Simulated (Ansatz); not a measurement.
Job for Ansatz (a first-principles code): U-r2SCAN/cc-pVTZ on N-methylmethanimine (SMILES C=NC), a point of a bond scan (R = 2.949 Å).

Ansatz 0.2 input:
```yaml
crystal:
  periodic: [false, false, false]
  atoms:
    - {symbol: C, position_ang: [1.09069108, -0.37559261, -0.00393688]}
    - {symbol: N, position_ang: [-0.03957995, 0.49981348, 0.22469474]}
    - {symbol: C, position_ang: [-1.18031655, 0.10627319, -0.13438406]}
    - {symbol: H, position_ang: [3.06520786, 1.03050467, -1.68283722]}
    - {symbol: H, position_ang: [1.57679907, -0.58337547, 0.95167335]}
    - {symbol: H, position_ang: [0.82081943, -1.32611686, -0.48490084]}
    - {symbol: H, position_ang: [-1.36081453, -0.86665491, -0.61180338]}
    - {symbol: H, position_ang: [-2.04398507, 0.74818524, 0.02784514]}
basis:
  gaussian:
    orbitals: cc-pVTZ
hamiltonian:
  xc: {name: r2SCAN}
magnetization: {spin_polarized: true, initial_magnetization: 0}
```

The log:

```
WARN ansatz: RAYON_NUM_THREADS=1 ignored (pool sized by the plan → 1); use --threads N
Functional definition: r2SCAN
integrals: 0.05 GiB planned
803 factors; their error is unknown
mean field: 0.63 GiB planned
mean field evaluation 1: about -3621.4649 eV, gradient 4.5e1 eV
mean field evaluation 2: about -3592.6640 eV, gradient 8.4e1 eV
mean field evaluation 4: about -3630.9015 eV, gradient 2.1e1 eV
mean field evaluation 8: about -3637.4668 eV, gradient 7.7e0 eV
mean field evaluation 16: about -3638.1627 eV, gradient 1.1e-5 eV
mean field evaluation 32: about -3639.2386 eV, gradient 1.6e0 eV
mean field -3639.23991260 eV, -133.7396000225 hartree, gradient 6.9e-5 eV, S^2 0.938438; 3 other end points of the search recorded, 0 dependent functions left out
reference -3639.23992653 eV, -133.7396005346 hartree; 12, 12 occupied and 148, 148 virtual orbitals, 803 factors
Total energy: -3639.23992653 eV, -133.7396005346 hartree
```

The calculation finished and met its thresholds. Its determinant has ⟨S²⟩ = 0.94, a mixture of spin states.

Cost: roughly 9 core-seconds.
